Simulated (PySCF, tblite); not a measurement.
C5H11NOSi2.
Z-matrix (Å and degrees, GFN2-xTB geometry), rows numbered from 1:
```
C 
Si  1  1.8950
N   2  1.7323  1  106.98
Si  3  1.7238  2  128.84  1   175.75
C   4  1.8733  3  105.15  2   176.19
C   5  1.3677  4  132.17  3  -176.99
C   6  1.4123  5  107.02  4  -179.72
C   7  1.3613  6  105.57  5     0.02
O   8  1.3397  7  110.69  6     0.00
H   1  1.0850  2  110.59  3   179.74
H   1  1.0864  2  111.51  3   -60.62
H   1  1.0863  2  111.75  3    60.02
H   2  1.4689  1  110.85  3  -119.54
H   2  1.4674  1  111.15  3   118.65
H   3  1.0073  2  116.06  1    -5.50
H   4  1.4688  3  110.86  2   -64.77
H   4  1.4676  3  110.86  2    57.07
H   6  1.0708  5  125.90  4     0.32
H   7  1.0711  6  127.48  5  -179.97
H   8  1.0727  7  131.92  6  -179.93
```

Method: PBE0/pcSseg-1 in PySCF (dipole) on a GFN2-xTB geometry, gas phase.

Masses are those of the commonest isotopes; rigid-rotor values at the optimised geometry. The values belong to one conformer with, in the numbering `[CH3:1][SiH2:2][NH:3][SiH2:4][c:5]1[cH:6][cH:7][cH:8][o:9]1`, C1–Si2–N3–Si4 176°, Si2–N3–Si4–C5 176°, N3–Si4–C5–C6 -177°.

**Question.** Give the principal moments of inertia and the rotational constants in GHz.

**Answer.** Ia = 165.31, Ib = 987.83, Ic = 1137.82 u·Å²; 505379 MHz·u·Å²/I gives 3057, 511.6 and 444.2 MHz, that is A = 3.0571, B = 0.5116, C = 0.4442 GHz.

**Question.** What kind of rotor is it?

**Answer.** A near-prolate asymmetric top: κ = (2 × 511.6 − 3057 − 444.2)/(3057 − 444.2) = -0.95.

**Question.** What does the inertial defect say?

**Answer.** Not planar: Δ = Ic − Ia − Ib = -15.33 u·Å². For a rigid frame Δ = −2 Σ m c², so Σ m c² = 7.66 u·Å² lies off the ab plane: 7.39 from hydrogen and 0.28 from heavier atoms. The atom farthest from that plane is 1.33 Å away.

**Question.** Which lines would a microwave search look for?

**Answer.** The dipole components are |μa| = 0.81 D, |μb| = 1.14 D, |μc| = 0.01 D. Intensities carry the squares of the components, which stand as 0.50 : 1.00 : 0.00 (a : b : c). Some lines, for components of 0.1 D or more:

| type | branch | J(Ka,Kc) | MHz | lower level (cm⁻¹) |
| --- | --- | --- | --- | --- |
| b | R | 3(0,3) ← 2(1,2) | 383 | 0.178 |
| a | Q | 5(1,4) ← 5(1,5) | 1011 | 0.547 |
| b | Q | 1(1,0) ← 1(0,1) | 2613 | 0.032 |
| a | R | 3(1,3) ← 2(1,2) | 2765 | 0.178 |
| a | R | 3(0,3) ← 2(0,2) | 2862 | 0.096 |
| a | R | 3(2,1) ← 2(2,0) | 2873 | 0.440 |
| a | R | 3(1,2) ← 2(1,1) | 2968 | 0.185 |
| a | R | 4(0,4) ← 3(0,3) | 3810 | 0.191 |
| a | R | 4(2,3) ← 3(2,2) | 3822 | 0.535 |
| a | R | 4(3,2) ← 3(3,1) | 3826 | 0.966 |
| a | R | 4(3,1) ← 3(3,0) | 3826 | 0.966 |
| a | R | 5(3,3) ← 4(3,2) | 4783 | 1.093 |
| b | R | 3(1,3) ← 2(0,2) | 5245 | 0.096 |
| b | R | 4(1,4) ← 3(0,3) | 6068 | 0.191 |
| b | Q | 4(2,2) ← 4(1,3) | 7423 | 0.416 |
| b | R | 2(2,1) ← 1(1,0) | 9615 | 0.119 |
| b | R | 3(2,2) ← 2(1,1) | 10504 | 0.185 |
| b | R | 4(2,2) ← 3(1,3) | 11783 | 0.271 |
| b | Q | 4(3,1) ← 4(2,2) | 12881 | 0.664 |
| b | Q | 5(3,3) ← 5(2,4) | 12908 | 0.822 |
| b | R | 3(3,1) ← 2(2,0) | 15763 | 0.440 |
| b | R | 5(3,3) ← 4(2,2) | 17664 | 0.664 |
| b | Q | 5(4,1) ← 5(3,2) | 18050 | 1.253 |
| b | Q | 4(4,0) ← 4(3,1) | 18052 | 1.093 |
| b | R | 4(4,0) ← 3(3,1) | 21878 | 0.966 |
| b | R | 5(5,1) ← 4(4,0) | 27992 | 1.695 |

Its lowest GFN2-xTB frequency is 14 cm⁻¹, too small to tell a flat minimum from a shallow saddle. These are rigid-rotor constants of the computed structure; measured ground-state constants (B0) also hold zero-point vibration. A rigid rotor knows nothing of internal rotation, which can split or shift real lines. Quadrupole hyperfine structure (14N) is left out.

Time: 79 s wall. Hardware: Arm Neoverse N1, one thread, no GPU, on a shared host. This is the PBE0/pcSseg-1 job that gave the dipole, with the shieldings it also computed.
